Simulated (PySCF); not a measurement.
# One molecule, several mistakes: B3H5

Calculated results; nothing here was measured. The program is PySCF 2.14.0, an open-source quantum chemistry code, run on an isolated molecule that a program drew, which may never have been made. The molecule is B3H5 (charge 0, singlet), drawn as the SMILES string `BBB`.

Each row is a Hartree-Fock (HF) and frozen-core CCSD(T) single point in the cc-pVDZ basis, meant for a local HF minimum. Run 1 is clean. Each other run has one planted mistake out of seven kinds, and not every kind appears here: one electron removed, one electron added, multiplicity raised by two, geometry at a saddle point, minimal basis STO-3G, one bond length entered in bohr, all coordinates scaled. The reference is restricted for singlets and unrestricted otherwise, and also for a bond in bohr. Adding or removing an electron swaps singlet and doublet. Electrons count all cores. HOMO and LUMO are orbital energies over both spins, the gradient is its largest component, and the lowest frequency (negative if imaginary) is given only where the gradient is small. Bond lengths are over the 7 bonds as drawn. T1 is the CCSD diagnostic: over 0.02 (restricted) or 0.045 (unrestricted) a single reference is doubtful.

Geometry of the clean run:
```xyz
8
B3H5, angstrom
B     1.3279    0.2181    1.9818
B     1.9211   -1.0585    1.0704
B     1.0788   -2.0492    0.0116
H     0.9058    0.0519    3.0964
H     1.3214    1.3440    1.5570
H     3.1034   -1.2937    1.1918
H     0.5628   -3.0710    0.3827
H     0.9782   -1.7785   -1.1566
```

```
run,electrons,basis functions,<S^2>,HOMO (eV),LUMO (eV),gradient (hartree/bohr),lowest frequency (cm^-1),mean bond (Å),longest bond (Å),T1,HF (hartree),CCSD(T) (hartree),mistake
1,20,67,0.000,-11.21,1.79,2.0e-05,194,1.3398,1.677,0.0146,-76.88629,-77.18715,no fault
2,20,67,0.000,-11.47,2.06,5.6e-02,-,1.2353,1.546,0.0156,-76.84821,-77.14647,all coordinates scaled
3,20,67,0.684,-9.67,1.43,2.1e-02,-,1.4928,2.274,0.0692,-76.77070,-77.07083,one bond length entered in bohr
4,21,67,0.772,0.38,6.88,1.4e-02,-,1.3398,1.677,0.0663,-76.84197,-77.17281,?
```

**Which mistake was planted in run 4, and what did it cost?**

It counts 21 electrons, one more than the clean run, at the same geometry and basis. So the mistake is: one electron added. Subtracting run 1 and multiplying by 627.51 kcal/mol a hartree, the energy moved by 27.8 kcal/mol in HF and 9.0 kcal/mol in CCSD(T).

Cautions from the logs. Run 3: T1 is over the limit, so its CCSD(T) energy is less reliable; run 4: T1 is over the limit, so its CCSD(T) energy is less reliable and the HOMO is above zero, so the electron isn't bound and the energy depends on the basis.
